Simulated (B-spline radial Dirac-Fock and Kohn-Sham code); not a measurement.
## What relativity does to the binding energies of Ba

System: the free barium atom in the configuration [Xe] 6s2.

Both columns are ΔSCF binding energies of the configuration average from a B-spline atomic structure program: non-relativistic Hartree-Fock with a point nucleus, and Dirac-Fock with a finite nucleus and the Coulomb interaction alone, averaged over the two j levels with weights 2j+1.

| shell | Hartree-Fock (eV) | Dirac-Fock (eV) | shift (eV) | shift (%) |
| --- | --- | --- | --- | --- |
| 1s | 35910.5 | 37586.0 | +1675.48 | +4.67 |
| 2s | 5601.2 | 6018.8 | +417.56 | +7.45 |
| 2p | 5268.6 | 5393.5 | +124.92 | +2.37 |
| 3s | 1215.9 | 1306.8 | +90.87 | +7.47 |
| 3p | 1072.8 | 1101.0 | +28.25 | +2.63 |
| 3d | 808.7 | 796.1 | -12.60 | -1.56 |
| 4s | 253.6 | 272.3 | +18.75 | +7.40 |
| 4p | 199.2 | 203.3 | +4.17 | +2.09 |
| 4d | 103.0 | 99.01 | -4.02 | -3.90 |
| 5s | 39.43 | 41.82 | +2.39 | +6.07 |
| 5p | 22.97 | 22.87 | -0.10 | -0.45 |
| 6s | 4.13 | 4.28 | +0.15 | +3.53 |

Relativity binds 1s, 2s, 2p, 3s, 3p, 4s, 4p, 5s, 6s more strongly, among those listed most of all 3s in relative terms, and 3d, 4d, 5p more weakly.

Values without a named source are computed, but for edge energies of neutral atoms, which are taken from tables.
